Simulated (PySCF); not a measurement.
Ligands exchanged one at a time, Ga Br-SiH3. All species are isolated molecules in the gas phase. Strings in code marks are SMILES.

The LUMO from two functionals at the same geometries (B3LYP-D3(BJ)/def2-TZVP), both in PySCF: PBE-D3(BJ)/def2-TZVP and M06-2X/def2-TZVP. 

```
species                                                  M06-2X/def2-TZVP (eV)
-------------------------------------------------------  ---------------------
0 of 3 Br replaced by SiH3                                               -1.45
1 of 3 Br replaced by SiH3                                               -1.57
2 of 3 Br replaced by SiH3 (`[SiH3][Ga]([SiH3])[Br]`)                    -1.80
3 of 3 Br replaced by SiH3 (`[SiH3][Ga]([SiH3])[SiH3]`)                  -1.96
```

**Question.** What does PBE-D3(BJ)/def2-TZVP give for each?

**Answer.** 
- 0 of 3 Br replaced by SiH3: -3.24
- 1 of 3 Br replaced by SiH3: -2.90
- 2 of 3 Br replaced by SiH3 (`[SiH3][Ga]([SiH3])[Br]`): -3.16
- 3 of 3 Br replaced by SiH3 (`[SiH3][Ga]([SiH3])[SiH3]`): -3.36
Over these rows, drawn at random from the members with no instability flagged (it was tested for open shells, ions and some series alone), PBE minus M06-2X: mean -1.47 eV, from -1.78 eV to -1.33 eV.
